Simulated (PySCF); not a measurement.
## Vibration and rotation of GeS

RHF-CCSD(T) constants of GeS, ¹Σ⁺ (singlet), closed shell (basis Ge pcseg-1, S pcseg-1; no relativity; PySCF 2.14; masses 73.9212 and 31.9721 u):

| Quantity | Value |
| --- | --- |
| ωe | 557.8 cm⁻¹ |
| ωexe | 1.68 cm⁻¹ |
| Be | 0.17968 cm⁻¹ |
| αe | 0.000735 cm⁻¹ |
| D (centrifugal) | 7.46e-08 cm⁻¹ |
| De to Ge + S | 5.08 eV |

Question: Give the vibrational terms G(v) and spacings up to v = 6.

Answer: G(v) = ωe(v+½) − ωexe(v+½)².

```
v  G(v) (cm⁻¹)  G(v) − G(v−1)  Bv (cm⁻¹)
0        278.5                    0.1793
1        832.9          554.4     0.1786
2       1384.0          551.1     0.1778
3       1931.7          547.7     0.1771
4       2476.1          544.4     0.1764
5       3017.1          541.0     0.1756
6       3554.7          537.6     0.1749
```

Question: How well does the Morse estimate ωe²/(4ωexe) reproduce De, and what is D0?

Answer: It gives 5.74 eV, 113 % of the computed De. D0 = De − G(0) = 5.08 − 0.03 = 5.05 eV.

Measured values (Huber and Herzberg, Constants of Diatomic Molecules (1979)): ωe = 575.8 cm⁻¹, ωexe = 1.8 cm⁻¹, Be = 0.186565757 cm⁻¹, αe = 0.000749103 cm⁻¹.

Correlated steps freeze 14 core orbitals. Correlated levels converge slowly with the basis: in double zeta they bind strong bonds too weakly, by up to about 1 eV, and carry superposition errors of some tenths. Where the molecule has an RHF reference, its open-shell atoms are computed with UHF. The CCSD T1 diagnostic is raised, a sign that a single reference may not be enough here.
